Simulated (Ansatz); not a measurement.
Species: H$_{2}$Se, net charge 0, singlet state. 
Geometry from a B3LYP-D3(BJ)/def2-TZVP (Ansatz, a program for electronic structure) optimisation:
SMILES: [SeH2]
```xyz
3

Se    -0.0012     0.0571     0.0009
H     -1.0300    -0.9935    -0.0128
H      1.0722    -0.9476    -0.0191
```
Charge 0, spin multiplicity 1.

CCSD(T) with Ansatz in growing basis sets, 8 correlated electrons. Cores are frozen in the correlated levels unless marked. UHF or UKS for open shells. Spin-orbit coupling is left out. The frozen core is the preceding noble-gas configuration, with the filled d and f shells of earlier blocks. Non-relativistic. Costs are ratios of core time to the smallest set, on shared machines of one kind, and rough; they hold the program's checks for lower states.

```json
[
 {"basis": "cc-pVQZ", "functions": "128", "cost over smallest": "1×", "E(corr) (Eh)": "-0.2121", "electronic atomisation energy (kcal/mol)": "161.5"},
 {"basis": "cc-pV5Z", "functions": "214", "cost over smallest": "4×", "E(corr) (Eh)": "?", "electronic atomisation energy (kcal/mol)": "?"}
]
```

### Question
What does the step to cc-pV5Z buy, and how does its cost grow by formal scaling?

### Answer
Formally CCSD grows as o²v⁴ and (T) as o³v⁴; with o = 4 and v going from 110 to 196 both grow 10-fold in the last step, while integrals and the mean field grow more slowly. That step adds 4.5 mEh of correlation energy and 0.8 kcal/mol to the atomisation energy. Row: E(corr) (Eh) -0.2166, electronic atomisation energy (kcal/mol) 162.3.
